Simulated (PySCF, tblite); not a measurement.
Species: C₄H₈ClFSi₂.
Z-matrix (Å and degrees, GFN2-xTB geometry), rows numbered from 1:
```
C 
C   1  1.3226
F   2  1.3646  1  118.05
C   2  1.4685  1  129.10  3  -179.90
Si  4  1.9404  2  114.96  1  -137.83
C   5  1.9212  4   88.00  2  -120.27
Si  6  1.9127  5   92.65  4     0.43
Cl  7  2.0100  4  114.72  2     2.39
H   1  1.0729  2  120.87  3   179.86
H   1  1.0747  2  121.32  3     0.32
H   4  1.0885  2  107.95  1    -9.51
H   5  1.4576  4  114.35  2    -3.39
H   5  1.4636  4  111.24  2   124.27
H   6  1.0859  5  114.62  4  -118.12
H   6  1.0868  5  114.07  4   118.76
H   7  1.4605  4  112.65  2  -122.60
```

The calculation used CAM-B3LYP/def2-SVPD in PySCF (dipole) on a GFN2-xTB geometry, gas phase.

Masses are those of the commonest isotopes; rigid-rotor values at the optimised geometry. The values belong to one conformer with, in the numbering `[CH2:1]=[C:2]([F:3])[C@@H:4]1[SiH2:5][CH2:6][Si@@H:7]1[Cl:8]`, C1–C2–C4–Si5 -138°.

Q: What are A, B and C (MHz)?

A: Ia = 379.71, Ib = 428.89, Ic = 659.00 u·Å²; 505379 MHz·u·Å²/I gives A = 1331, B = 1178, C = 766.9 MHz.

Q: What kind of rotor is it?

A: An asymmetric top; Ray's κ = 0.459.

Q: Is it planar, by Δ = Ic − Ia − Ib?

A: Not planar: Δ = Ic − Ia − Ib = -149.60 u·Å². For a rigid frame Δ = −2 Σ m c², so Σ m c² = 74.80 u·Å² lies off the ab plane: 15.00 from hydrogen and 59.80 from heavier atoms. The atom farthest from that plane is 2.02 Å away.

Q: Predict some low-J microwave lines.

A: The dipole components are |μa| = 0.37 D, |μb| = 1.90 D, |μc| = 1.63 D. Intensities carry the squares of the components, which stand as 0.04 : 1.00 : 0.73 (a : b : c). Some lines, for components of 0.1 D or more:

```
type  branch         J(Ka,Kc)   MHz  lower level (cm⁻¹)
   a       Q  1(1,0) ← 1(1,1)   411               0.070
   c       Q  2(2,1) ← 2(1,1)   458               0.227
   b       Q  1(1,0) ← 1(0,1)   564               0.065
   b       Q  2(2,0) ← 2(1,1)   752               0.227
   a       Q  2(1,1) ← 2(1,2)  1234               0.186
   b       Q  2(1,1) ← 2(0,2)  1270               0.185
   b       Q  2(2,1) ← 2(1,2)  1692               0.186
   a       R  1(0,1) ← 0(0,0)  1945               0.000
   b       R  1(1,1) ← 0(0,0)  2098               0.000
   c       R  1(1,0) ← 0(0,0)  2509               0.000
   b       R  2(0,2) ← 1(1,1)  3444               0.070
   a       R  2(1,2) ← 1(1,1)  3479               0.070
   a       R  2(0,2) ← 1(0,1)  3596               0.065
   a       R  2(1,1) ← 1(1,0)  4302               0.084
   b       R  2(2,1) ← 1(1,0)  4760               0.084
   c       R  2(1,1) ← 1(0,1)  4866               0.065
   c       R  2(2,0) ← 1(1,0)  5054               0.084
   c       R  2(2,1) ← 1(1,1)  5171               0.070
   b       R  2(2,0) ← 1(1,1)  5465               0.070
```

Q: Estimate the classical rotational partition function at 50 K, 100 K and 500 K.

A: Point group C1, symmetry number σ = 1; q = (√π/σ)·√((kT/h)³/(ABC)), k/h = 20836.6 MHz/K: 54300 at 50 K, 154000 at 100 K, 1720000 at 500 K.

Its GFN2-xTB frequencies are all real (lowest 23 cm⁻¹). No vibrational averaging or centrifugal distortion is included, and the geometry carries the error of its method. Quadrupole hyperfine structure (35Cl) is left out.

Time: 75 s wall; peak memory 1.1 GiB. Hardware: one thread of an Arm Neoverse V2, shared host with 96 logical CPUs at a one-minute load of 49. This is the CAM-B3LYP/def2-SVPD job that gave the dipole, with the excitations it also computed.
